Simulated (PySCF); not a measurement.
C5H14Si (SMILES CC(C)[SiH](C)C), singlet, at a GFN2-xTB geometry; CASSCF(4,3)/STO-3G (PySCF).

The PySCF input:
```python
from pyscf import gto, scf, mcscf
import numpy

mol = gto.M(
    atom='''
Si    0.68317706    0.20519227   -0.36160116
C     1.29472388    1.82294699    0.43231527
C     1.95268098   -1.17166870   -0.02390781
C    -1.02094597   -0.28085487    0.37112053
C    -2.05976408    0.81696202    0.15316086
C    -1.52955134   -1.59623998   -0.21448512
H     0.54352966    0.39647838   -1.81858662
H     1.33197097    1.74848842    1.51551518
H     0.64965473    2.65911965    0.18235374
H     2.29405538    2.06831747    0.08701305
H     2.94102068   -0.87627033   -0.36158839
H     1.69304263   -2.08973980   -0.54112450
H     2.02371332   -1.39989695    1.03586563
H    -0.91456161   -0.42230986    1.45304669
H    -3.02004932    0.53012433    0.58111348
H    -2.20467249    0.99912918   -0.90962442
H    -1.74519491    1.74765298    0.61881045
H    -1.65309608   -1.51130711   -1.29208384
H    -0.83254735   -2.40615692   -0.01401330
H    -2.49420531   -1.86319393    0.21649673
''',
    basis='sto-3g',
    verbose=4,
)

mf = scf.RHF(mol)
mf.kernel()
mc = mcscf.CASSCF(mf, 3, 4)
mc.fix_spin_(ss=0.0)
mc.kernel()
occ = numpy.linalg.eigvalsh(mc.fcisolver.make_rdm1(mc.ci, mc.ncas, mc.nelecas))[::-1]
ss = mc.fcisolver.spin_square(mc.ci, mc.ncas, mc.nelecas)[0]
print('natural occupations', occ.round(4), ' <S^2>', round(ss, 4))
```

It wrote (shortened):

```
PySCF version 2.14.0

[INPUT] verbose = 4
[INPUT] num. atoms = 20
[INPUT] num. electrons = 58
[INPUT] charge = 0
[INPUT] spin (= nelec alpha-beta = 2S) = 0
[INPUT] symmetry False subgroup None
[INPUT] Mole.unit = angstrom
[INPUT] Symbol           X                Y                Z      unit          X                Y                Z       unit  Magmom
[...]
nuclear repulsion = 317.288027868118
number of shells = 34
number of NR pGTOs = 144
number of NR cGTOs = 48
basis = sto-3g
ecp = {}

******** <class 'pyscf.scf.hf.RHF'> ********
method = RHF
initial guess = minao
damping factor = 0
level_shift factor = 0
DIIS = <class 'pyscf.scf.diis.CDIIS'>
diis_start_cycle = 1
diis_space = 8
diis_damp = 0
SCF conv_tol = 1e-09
SCF conv_tol_grad = None
SCF max_cycles = 50
direct_scf = True
direct_scf_tol = 1e-13
Set gradient conv threshold to 3.16228e-05
Initial guess from minao.
init E= -481.253208492419
[...]
cycle= 1 E= -480.822511057482  delta_E= 0.431  |g|= 0.254  |ddm|=  4.9
[...]
cycle= 2 E= -480.84950885541  delta_E= -0.027  |g|= 0.0583  |ddm|= 0.471
[...]
cycle= 3 E= -480.851123269335  delta_E= -0.00161  |g|= 0.012  |ddm|= 0.127
[...]
cycle= 4 E= -480.851175261438  delta_E= -5.2e-05  |g|= 0.000907  |ddm|= 0.0218
[...]
cycle= 5 E= -480.851175635066  delta_E= -3.74e-07  |g|= 0.000183  |ddm|= 0.00167
[...]
cycle= 6 E= -480.851175651479  delta_E= -1.64e-08  |g|= 4.22e-05  |ddm|= 0.000352
[...]
cycle= 7 E= -480.851175652641  delta_E= -1.16e-09  |g|= 1.34e-05  |ddm|= 0.000102
[...]
cycle= 8 E= -480.85117565275  delta_E= -1.09e-10  |g|= 2.24e-06  |ddm|= 3.26e-05
[...]
Extra cycle  E= -480.851175652754  delta_E= -3.41e-12  |g|= 8.97e-07  |ddm|= 4.79e-06
converged SCF energy = -480.851175652754

******** <class 'pyscf.mcscf.mc1step.CASSCF'> ********
CAS (2e+2e, 3o), ncore = 27, nvir = 18
max_cycle_macro = 50
max_cycle_micro = 4
conv_tol = 1e-07
conv_tol_grad = None
orbital rotation max_stepsize = 0.02
orbital rotation threshold for CI restart = 0.01
augmented hessian ah_max_cycle = 30
augmented hessian ah_conv_tol = 1e-12
augmented hessian ah_linear dependence = 1e-14
augmented hessian ah_level shift = 1e-08
augmented hessian ah_start_tol = 2.5
augmented hessian ah_start_cycle = 3
augmented hessian ah_grad_trust_region = 3
kf_trust_region = 3
kf_interval = 4
ci_response_space = 4
ci_grad_trust_region = 3
with_dep4 0
natorb = False
canonicalization = True
sorting_mo_energy = False
ao2mo_level = 2
internal_rotation = False
******** <class 'pyscf.fci.addons.SpinPenaltyFCISolver'> ********
max. cycles = 50
conv_tol = 1e-08
davidson only = True
linear dependence = 1e-12
level shift = 0.001
max iter space = 12
nroots = 1
pspace_size = 400
spin = None
CASCI E = -480.854519898233  S^2 = 0.0000000
Set conv_tol_grad to 0.000316228
macro iter   1 ( 21 JK    4 micro), CASSCF E = -480.862616550465  dE = -8.09665223e-03  S^2 = 0.0000000
               |grad[o]|=0.00785  |grad[c]|=0.0427  |ddm|=0.015  |maxRot[o]|=0.288
macro iter   2 ( 21 JK    4 micro), CASSCF E = -480.864484650382  dE = -1.86809992e-03  S^2 = 0.0000000
               |grad[o]|=0.00896  |grad[c]|=0.00879  |ddm|=0.00508  |maxRot[o]|=0.243
macro iter   3 ( 20 JK    4 micro), CASSCF E = -480.864687043202  dE = -2.02392820e-04  S^2 = 0.0000000
               |grad[o]|=0.00374  |grad[c]|=0.00764  |ddm|=0.000297  |maxRot[o]|=0.0894
macro iter   4 ( 16 JK    4 micro), CASSCF E = -480.864696416405  dE = -9.37320249e-06  S^2 = 0.0000000
               |grad[o]|=0.000925  |grad[c]|=0.000162  |ddm|=3.88e-05  |maxRot[o]|=0.0784
macro iter   5 (  6 JK    2 micro), CASSCF E = -480.864700496628  dE = -4.08022339e-06  S^2 = 0.0000000
               |grad[o]|=0.000418  |grad[c]|=0.00286  |ddm|=4.39e-05  |maxRot[o]|=0.0468
macro iter   6 (  4 JK    1 micro), CASSCF E = -480.864701224056  dE = -7.27427903e-07  S^2 = 0.0000000
               |grad[o]|=0.000157  |grad[c]|=0.00138  |ddm|=2.24e-05  |maxRot[o]|=0.0324
macro iter   7 (  4 JK    1 micro), CASSCF E = -480.864701252111  dE = -2.80547852e-08  S^2 = 0.0000000
               |grad[o]|=4.22e-05  |grad[c]|=0.000144  |ddm|=5.59e-06  |maxRot[o]|=0.0142
macro iter   8 (  1 JK    1 micro), CASSCF E = -480.864701252112  dE = -1.19371180e-12  S^2 = 0.0000000
               |grad[o]|=2.65e-05  |grad[c]|=1.26e-06  |ddm|=7.21e-07  |maxRot[o]|=    0
1-step CASSCF converged in   8 macro ( 93 JK  21 micro) steps
CASSCF canonicalization
Density matrix diagonal elements [1.99990011 1.97820339 0.0218965 ]
CASSCF energy = -480.864701252112
CASCI E = -480.864701252112  E(CI) = -3.78055786562032  S^2 = 0.0000000
natural occupations [1.9999 1.9783 0.0218]  <S^2> 0.0
```
